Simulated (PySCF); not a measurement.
Cartesian coordinates in Å; atom numbers follow the order of the lines, from 1:
```xyz
23

C     3.1126   -0.6008   -0.3315
C     2.5073    0.0885    0.8902
C     1.2207    0.7867    0.5866
C     1.0145    2.1163    0.4538
C    -0.4105    2.4190    0.0986
C    -1.0371    1.0557    0.0391
C    -2.3422    0.6715   -0.2364
C    -2.6625   -0.6897   -0.2148
C    -1.6885   -1.6458    0.0825
C    -0.3749   -1.2642    0.3601
C    -0.0512    0.0929    0.3337
H     2.4191   -1.3380   -0.7637
H     4.0439   -1.1258   -0.0704
H     3.3433    0.1328   -1.1187
H     3.2258    0.8149    1.3014
H     2.3334   -0.6587    1.6842
H     1.7785    2.8851    0.5856
H    -0.4937    2.9556   -0.8641
H    -0.9000    3.0649    0.8502
H    -3.1099    1.4158   -0.4649
H    -3.6850   -1.0090   -0.4302
H    -1.9590   -2.7045    0.0978
H     0.3810   -2.0179    0.5946
```

How the numbers were obtained: geometry: PBE0-D3(BJ)/def2-SVP, shieldings: GIAO PBE0/pcSseg-1, in PySCF 2.14 (non-relativistic, a single conformation, no solvent model, fast rotation and ring inversion assumed for equivalent nuclei).

δ = σ(ref) − σ, references computed at the same level: TMS for ¹³C (184.41 ppm).

Task: Do the ¹³C shifts follow the atomic charges (in e)? Tabulate both.

Result: 
```
atoms  hybridisation  δ (ppm)  σ para (ppm)  Hirshfeld    IAO  Mulliken  ESP-fitted
   C3            sp2    154.9          -231      +0.00  -0.00     -0.15       -0.27
   C6            sp2    150.1          -228      +0.00  +0.01     -0.27       +0.17
  C11            sp2    149.4          -222      -0.01  -0.01     -0.04       +0.22
   C4            sp2    136.0          -207      -0.05  -0.17     -0.19       -0.13
   C9            sp2    131.5          -202      -0.06  -0.15     -0.07       -0.23
   C8            sp2    129.9          -200      -0.06  -0.16     -0.08       -0.11
   C7            sp2    129.1          -194      -0.06  -0.16     -0.05       -0.31
  C10            sp2    124.2          -191      -0.06  -0.17     -0.06       -0.25
   C5            sp3     40.4          -105      -0.07  -0.27     +0.00       -0.32
   C2            sp3     25.2           -85      -0.07  -0.26     -0.12       +0.14
   C1            sp3     16.5           -78      -0.11  -0.40     -0.28       -0.23
```

Correlation coefficients of δ with charge over these carbons: Hirshfeld +0.78, IAO +0.88, Mulliken +0.08, ESP-fitted +0.12; with the paramagnetic shielding -1.00. Among the 8 sp2 carbons alone: Hirshfeld +0.96, IAO +0.95, Mulliken -0.50, ESP-fitted +0.55. With so few points, grouped by hybridisation, these coefficients are fragile. Charge is one influence among several: hybridisation and low-lying excitations act through the paramagnetic term.

Shifts are as computed. Against solution values, carbons near 30 ppm lie about +2 ppm off and those near 130 ppm about +5 ppm. Of 1313 compounds with measured shifts, 239 miss one by over three times the rms of a fit or turn the order of signals round; such compounds aren't used in these exercises.
